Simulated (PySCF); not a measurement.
C₅H₄F₃NS.
SMILES with atom numbers: `[CH3:1][c:2]1[cH:3][c:4]([C:5]([F:6])([F:7])[F:8])[s:9][n:10]1` (hydrogens: H11, H12, H13 on C1; H14 on C3)

The calculation used PBE0-D3(BJ)/def2-SVP geometry optimisation, gas phase (PySCF).

(1) List the bond lengths, angles and torsions at this level.

## Answers

(1) 
```
                  bond  length (Å)
                 C1–C2       1.493
                 C2–C3       1.431
                 C3–C4       1.368
                 C4–C5       1.497
   C5–F6, C5–F7, C5–F8       1.334
                 C4–S9       1.717
                S9–N10       1.651
                C2–N10       1.316
C1–H11, C1–H12, C1–H13       1.100
                C3–H14       1.090
```

Bonds in one row agree within 0.01 Å and their mean is given. A selection of angles:
```
    angle  degrees
 C1–C2–C3    124.7
C1–C2–N10    120.1
C3–C2–N10    115.2
 C2–C3–C4    110.5
 C3–C4–C5    127.2
 C3–C4–S9    109.3
 C5–C4–S9    123.5
 C4–C5–F6    111.4
 F6–C5–F7    107.9
C4–S9–N10     94.3
C2–N10–S9    110.9
```

Torsions: C3–C4–C5–F6 -127° (anticlinal). The mirror-image conformer, all signs reversed, is as good.

N10 (pyridine-type nitrogen) is bent (angle 110.9°). All 3 C–F bonds measure 1.333 to 1.334 Å. The C–C distances run from 1.368 Å (C3–C4, aromatic) to 1.497 Å (C4–C5, drawn single), a spread of 0.129 Å. Of the pairs four or more bonds apart, F7···H14 is among the closest relative to their van der Waals radii: 2.61 Å, 98 % of the sum of Bondi's values. The 5-membered ring C2–C3–C4–S9–N10 has internal angles of 94.3° to 115.2° (sum 540°, against 540° for a flat polygon); it is planar, 0.00 Å rms from its mean plane, widest ring torsion 0°.

Point group: near Cs, missed by 0.24 Å at most; the miss may be what the optimiser left on a soft mode. Whether it is a minimum is left open (no frequencies).
